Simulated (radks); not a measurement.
Results of a calculation; reference values are marked as such.
Problem. These are the eigenvalues of the occupied orbitals of an atom or ion with whole-number occupations (eV). Code: a radial shooting solver on a logarithmic mesh with Libxc functionals. Model: scalar-relativistic Kohn-Sham, BP86, spin-polarised, spherical densities, point nucleus.

orbital  eigenvalue
1s down   -7000.851
1s up     -7000.848
2s up     -820.3787
2s down   -818.5515
2p up     -698.8485
2p down   -697.4608
3s up      -95.6054
3s down    -91.4581
3p up      -61.6172
3p down    -57.5582
3d up       -8.9882
4s up       -5.7893
3d down     -5.4158
4s down     -5.0290

Which element is it, and in what charge state? The configuration may be excited. Open shells, if any, are filled with parallel spins first.

Solution. Z = 26, iron, charge 0: Fe in [Ar] 3d6 4s2. The list shows which subshells hold electrons but not how many an open one holds; the 1s level, -257.28 hartree, gives Z - s = 22.7 by -(Z - s)^2/2, which with screening and relativity narrows Z to a few neighbours, and the depths of the outer levels then fix element, charge and occupations together.
